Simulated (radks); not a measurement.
Re29+, configuration [Kr] 4d8 4f2 (not the ground configuration).

All-electron calculation, Dirac Kohn-Sham, BLYP, spin-unpolarised, spherical densities, point nucleus; open shells are shared between the two j in proportion to 2j + 1. Program: a radial shooting solver on a logarithmic mesh with Libxc functionals.

Energy parts (eV):
part                       energy
total                  -443573.20
kinetic                 503313.70
electron-nucleus      -1060906.43
Hartree                 121983.01
exchange-correlation     -7963.49

Orbitals (lengths in bohr, moments of r in powers of bohr):
| orbital | occ. | eigenvalue (eV) | <r^2> | small-component weight |
|---|---|---|---|---|
| 1s1/2 | 2 | -72602.30 | 0.0004477 | 8.03e-02 |
| 2s1/2 | 2 | -13436.37 | 0.006817 | 1.82e-02 |
| 2p1/2 | 2 | -12899.45 | 0.004860 | 1.83e-02 |
| 2p3/2 | 4 | -11459.75 | 0.006059 | 1.65e-02 |
| 3s1/2 | 2 | -3900.711 | 0.04410 | 6.06e-03 |
| 3p1/2 | 2 | -3663.007 | 0.04039 | 6.00e-03 |
| 3p3/2 | 4 | -3347.449 | 0.04675 | 5.49e-03 |
| 3d3/2 | 4 | -2950.621 | 0.03610 | 5.36e-03 |
| 3d5/2 | 6 | -2882.142 | 0.03783 | 5.22e-03 |
| 4s1/2 | 2 | -1539.711 | 0.1941 | 2.30e-03 |
| 4p1/2 | 2 | -1438.635 | 0.1950 | 2.23e-03 |
| 4p3/2 | 4 | -1350.914 | 0.2188 | 2.07e-03 |
| 4d3/2 | 3.2 | -1185.388 | 0.2169 | 1.92e-03 |
| 4d5/2 | 4.8 | -1167.391 | 0.2239 | 1.88e-03 |
| 4f5/2 | 0.857143 | -964.2936 | 0.2021 | 1.63e-03 |
| 4f7/2 | 1.14286 | -959.6787 | 0.2049 | 1.61e-03 |

The highest occupied level is 4f7/2 at -959.68 eV. Summed over all electrons, <r^2> = 4.606 bohr^2, which gives a Langevin (diamagnetic) susceptibility term of -3.65 x 10^-6 cm^3/mol. The density falls to 0.001 e/bohr^3 at r = 1.23 bohr.
